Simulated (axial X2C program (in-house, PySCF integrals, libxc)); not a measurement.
## Density and ELF of TaC⁻

Computed with an in-house all-electron X2C program for linear molecules (integrals from PySCF). Spin-free means the one-electron spin-free X2C Hamiltonian. Basis: Ta dyall-acv3z [14s15p10d7f4g], C dyall-av3z [8s7p3d2f] (cores contracted in-house); Gaussian nuclei, density fitting, unrestricted open shells. Masses: Ta 180.948 u, C 12.000 u.

PBE0, without spin–orbit coupling, state M_S = 0, Λ = 0 (closed shell); Ta at z = 0, C at z = 1.737 Å.

The maps cover the half plane through the axis: z from -2.4 to 3.6 Å along the bond, ρ from 0.15 to 2.25 Å away from it.

log10 of the density in e/bohr³:

```
 ρ\z  -2.4  -1.8  -1.2  -0.6   0.0   0.6   1.2   1.8   2.4   3.0   3.6
0.15  -2.6  -2.0  -1.3  -0.1   1.8  -0.1  -0.6   0.6  -0.9  -1.8  -2.6
0.45  -2.6  -2.1  -1.5  -0.4   0.4  -0.4  -0.7  -0.7  -1.1  -1.9  -2.6
0.75  -2.7  -2.2  -1.7  -1.0  -0.5  -0.9  -1.1  -1.0  -1.4  -2.1  -2.8
1.05  -2.8  -2.3  -1.9  -1.5  -1.2  -1.4  -1.4  -1.4  -1.8  -2.3  -2.9
1.35  -2.9  -2.5  -2.1  -1.9  -1.7  -1.8  -1.8  -1.9  -2.1  -2.6  -3.1
1.65  -3.0  -2.6  -2.3  -2.1  -2.1  -2.1  -2.1  -2.2  -2.5  -2.9  -3.3
1.95  -3.2  -2.8  -2.5  -2.4  -2.3  -2.4  -2.5  -2.6  -2.8  -3.2  -3.6
2.25  -3.3  -3.0  -2.8  -2.6  -2.6  -2.7  -2.8  -2.9  -3.1  -3.5  -3.8
```

Electron localisation function (collinear form, no current term, damped to 0 at low density):

```
 ρ\z  -2.4  -1.8  -1.2  -0.6   0.0   0.6   1.2   1.8   2.4   3.0   3.6
0.15  0.70  0.52  0.34  0.60  0.26  0.49  0.73  0.94  0.91  0.89  0.66
0.45  0.70  0.54  0.30  0.61  0.34  0.49  0.77  0.36  0.91  0.87  0.62
0.75  0.70  0.57  0.27  0.35  0.55  0.29  0.74  0.80  0.86  0.81  0.53
1.05  0.70  0.62  0.33  0.16  0.18  0.20  0.68  0.75  0.77  0.68  0.40
1.35  0.67  0.66  0.47  0.20  0.13  0.25  0.58  0.63  0.60  0.50  0.24
1.65  0.59  0.68  0.59  0.40  0.26  0.30  0.45  0.46  0.41  0.31  0.11
1.95  0.43  0.66  0.64  0.54  0.38  0.30  0.32  0.29  0.23  0.14  0.04
2.25  0.23  0.54  0.62  0.55  0.40  0.26  0.20  0.16  0.11  0.05  0.01
```

One determinant describes the state; a PBE0 search over occupations chose it and may have missed a lower one.
